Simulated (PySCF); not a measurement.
**Gallium: a sound run and one with changed settings**

Sound run: Ga⁺ [Ar] 3d10 4s2, Ga²⁺ [Ar] 3d10 4s1. Computed with PySCF 2.14 in x2c-SVPall (5s4p3d, 32 functions), with scalar relativity by spin-free X2C-1e. In the sound run the correlated levels freeze [Ar] 3d10. The sound run starts from symmetry-adapted Hartree-Fock orbitals and uses a fine grid where one is needed.

Changed run: the non-relativistic Hamiltonian (point nucleus). This setting is unsound on purpose.

```json
{"species": "Ga⁺", "method": "UHF", "sound run (hartree)": "-1941.62789", "changed run (hartree)": "-1915.64029", "converged": "yes"}
{"species": "Ga⁺", "method": "TPSS", "sound run (hartree)": "-1943.25290", "changed run (hartree)": "-1917.26497", "converged": "yes"}
{"species": "Ga⁺", "method": "M06-L", "sound run (hartree)": "-1943.19577", "changed run (hartree)": "-1917.20486", "converged": "yes"}
{"species": "Ga⁺", "method": "MP2", "sound run (hartree)": "-1941.65218", "changed run (hartree)": "-1915.66478", "converged": "yes"}
{"species": "Ga⁺", "method": "CCSD(T)", "sound run (hartree)": "-1941.66378", "changed run (hartree)": "-1915.67700", "converged": "yes"}
{"species": "Ga²⁺", "method": "UHF", "sound run (hartree)": "-1940.93852", "changed run (hartree)": "-1914.97060", "converged": "yes"}
{"species": "Ga²⁺", "method": "TPSS", "sound run (hartree)": "-1942.49775", "changed run (hartree)": "-1916.53275", "converged": "yes"}
{"species": "Ga²⁺", "method": "M06-L", "sound run (hartree)": "-1942.43577", "changed run (hartree)": "-1916.46708", "converged": "yes"}
```

Ionisation energy of Ga⁺:

```csv
method,sound run (eV),changed run (eV)
UHF,18.759,18.223
TPSS,20.549,19.925
M06-L,20.681,20.076
MP2,19.419,18.890
SCS-MP2,19.552,19.023
CCSD,19.735,19.222
CCSD(T),19.735,19.222
CCSDT,19.735,19.222
FCI,19.735,19.222
```

Most of the change in total energy is the relativistic energy itself. On top of that the contraction fixes the core shape for the Hamiltonian it was made with, so the changed run is not a good calculation with the other Hamiltonian either.

For comparison, NIST gives 20.515 eV between the lowest levels.
